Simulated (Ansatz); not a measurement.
Calculated with Ansatz (gas phase, PBE0-D4/def2-TZVP geometries, no zero-point term in ΔE). CCSD(T)/CBS is the MP2 limit (def2-TZVPP, def2-QZVPP) plus CCSD(T) − MP2 in def2-TZVPP, frozen cores. DFT in def2-TZVPP. B3LYP here is the variant with VWN-RPA as its local correlation; programs differ in this. HSE06 is defined as in plane-wave codes. Each species was taken in one conformer, which may not be the lowest.

Reaction (ligand exchange at the Si–N bond): `FBN([SiH3])[SiH3]` + `O[SiH2]S` → `[SiH3]O[SiH2]S` + `FBN[SiH3]`

| level | ΔE (kJ/mol) |
| --- | --- |
| revPBE-D4 | -49.2 |
| B3LYP-D4 | -61.6 |
| HSE06-D4 | -53.7 |
| CAM-B3LYP-D4 | -63.7 |
| PBE | -52.5 |
| r2SCAN0 | -58.7 |
| CAM-B3LYP | -65.0 |
| SCS-MP2/def2-QZVPP | -60.0 |

What does CCSD(T)/CBS give? (An estimate is asked.)

Computed: -56.5 kJ/mol. The listed levels differ from it by 7.3, -5.1, 2.8, -7.2, 4.0, -2.2, -8.5, -3.5 kJ/mol.

What do rigid-rotor, harmonic-oscillator terms from PBE0-D4/def2-TZVP frequencies (298.15 K, 1 bar) make of the CCSD(T)/CBS value? (Best estimate.)

Ansatz gave: ΔZPE = +1.8 kJ/mol, ΔH = -54.2 kJ/mol, ΔS = 22 J/(mol·K), ΔG = -60.8 kJ/mol. Modes under 50 cm⁻¹ make the entropy rough.

Largest T1 diagnostic among the species: 0.012.

From BLYP to BHLYP (50 % exact exchange), in def2-TZVPP and without D4, ΔE moves by −4.5 kJ/mol. The D4 term adds +3.0 kJ/mol with B3LYP and +1.4 kJ/mol with PBE0; it sums over pairs of atoms, weighted by their polarisabilities, and B3LYP, whose exchange is more repulsive, gets the larger term. Leaving LDA and LC-ωPBE aside and taking each functional with its dispersion term where it has one, the values, not all of them listed here, spread over 16.4 kJ/mol, from BHLYP-D4 to revPBE-D4. LDA lies +4.8 kJ/mol from PBE without D4.
